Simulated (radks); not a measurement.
Fractional charge and spin in the 2s shell of beryllium: the spin-up occupation runs from 0 to 1 and the spin-down occupation from 0 to 1; the fullest corner is Be, [He] 2s(up 1, down 1). All-electron calculation, scalar-relativistic Kohn-Sham, PBEsol, spin-polarised, spherical densities, finite nucleus; Fermi nuclear charge, rms radius of each element as measured or else 0.836 A^(1/3) + 0.57 fm. Program: a radial shooting solver on a logarithmic mesh with Libxc functionals. Energy (eV) above the fullest corner. The planes named below are the two flat planes that join the four corners, with an edge along up + down = one added electron.

down \ up       0    0.25     0.5    0.75      1
0          27.183  21.949  17.105  12.742  8.894
0.25       21.949  17.313  13.079   9.322  6.066
0.5        17.105  13.079   9.458   6.300  3.622
0.75       12.742   9.322   6.300   3.721  1.597
1           8.894   6.066   3.622   1.597  0.000

Corners above the fullest one (they belong to Be+ and the next ion): (up 1, down 0) 8.894 eV, (up 0, down 1) 8.894 eV, (up 0, down 0) 27.183 eV. With half an added electron in each spin the energy lies 0.563 eV from the planes (fractional-spin error, the static-correlation error of a stretched bond), and with half an added electron in spin up alone -0.934 eV (fractional-charge error). For a frontier s shell over closed shells the exact functional lies on the planes.
